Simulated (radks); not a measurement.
The numbers below are computed, except where a source is named.
Question: Species: Zr16+. Configuration: [Ar] 3d6. Code: a radial shooting solver on a logarithmic mesh with Libxc functionals. Model: Dirac Kohn-Sham, PBE, spin-unpolarised, spherical densities, finite nucleus; open shells fill j = l - 1/2 first; Fermi nuclear charge, rms radius 4.2694 fm. Some entries of the table are withheld. Estimate them.

| orbital | occ. | eigenvalue (hartree) | r(max) (bohr) |
|---|---|---|---|
| 1s1/2 | 2 | (1) | (2) |
| 2s1/2 | 2 | -108.2418 | 0.1369 |
| 2p1/2 | 2 | -100.6368 | 0.1069 |
| 2p3/2 | 4 | -97.46887 | 0.1105 |
| 3s1/2 | 2 | -30.44665 | (3) |
| 3p1/2 | 2 | -27.63420 | 0.3837 |
| 3p3/2 | 4 | -27.05800 | 0.3918 |
| 3d3/2 | 4 | (4) | 0.3258 |
| 3d5/2 | 2 | (5) | 0.3280 |

Answer: 
(1) 1s1/2 eigenvalue (hartree): -672.4753
(2) 1s1/2 r(max) (bohr): 0.02414
(3) 3s1/2 r(max) (bohr): 0.3980
(4) 3d3/2 eigenvalue (hartree): -22.25746
(5) 3d5/2 eigenvalue (hartree): -22.14308
